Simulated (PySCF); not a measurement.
Gas-phase equilibrium of 1 mol TiCl₄, 0.15 mol O₂ at 800 K and 10.0 bar, among 9 species (ClO, O₂, O, TiCl₄, O₃, TiOCl₂, Cl, Cl₂, TiO₂). Only gases are allowed; each row takes one source of thermochemistry for all species, and Cantera finds the minimum.

Method: PySCF energies (xtb for GFN2) plus ideal-gas RRHO corrections (1 bar). The comparison is the NASA 1993 polynomial table, which mixes measured and estimated data. After a fit of one offset per element over all species, the range-separated, M06-2X, PBE0/def2-QZVP and CCSD(T)/def2-TZVPP enthalpies, where run, lie to one side of the table for O₃ (+19 kJ/mol), TiOCl₂ (-50 kJ/mol): a fault of the table's entry, another state or a shared error of the levels is possible; this was not checked at source. S°(298 K) at PBE0/def2-TZVP differs from the NASA 1993 table for TiOCl₂ (+10 J/mol/K); whether the harmonic model or the table's entry is off was not settled. † marks an energy on the PBE0/def2-TZVP geometry and frequencies; other levels use their own. Open shells (unrestricted) among the columns below: O₂ (multiplicity 3); the rest are closed-shell singlets. GFN2 has no spin-polarisation term. The harmonic model lacks anharmonicity and excited electronic states, which grow with temperature; levels with a mode under 35 cm⁻¹ are left out. Strong static correlation: O₃. Soft modes under 120 cm⁻¹ make the harmonic entropy rough for TiCl₄, TiOCl₂. The table's entry may be an old estimate for TiOCl₂ (not checked at source). Warning, point group unlike the PBE0 one: TiOCl₂ (GFN2-xTB).

Molecules larger than those listed are left out. Table species left out: Ti, TiCl, TiCl2, TiCl3, TiO, TiOCl.

Mole fractions:

| thermochemistry | x TiCl₄ | x O₂ | x O₃ | x TiOCl₂ | x Cl₂ |
|---|---|---|---|---|---|
| table | 0.87 | 0.13 | <1e-12 | 4.1e-6 | 4.1e-6 |
| GFN2-xTB | 0.91 | 2.3e-7 | 0.091 | 5.5e-5 | 5.5e-5 |
| PBE/def2-TZVP† | 0.87 | 0.13 | <1e-12 | 8.9e-5 | 8.9e-5 |
| PBE0/def2-QZVP† | 0.87 | 0.13 | <1e-12 | 7.2e-5 | 7.2e-5 |
| PBE0/def2-SVP† | 0.87 | 0.13 | <1e-12 | 9.4e-6 | 9.4e-6 |
The most sensitive of these is O₃: it spans a factor of 10^11.0 over these rows; at this temperature one factor of ten is RT ln 10 = 15 kJ/mol.
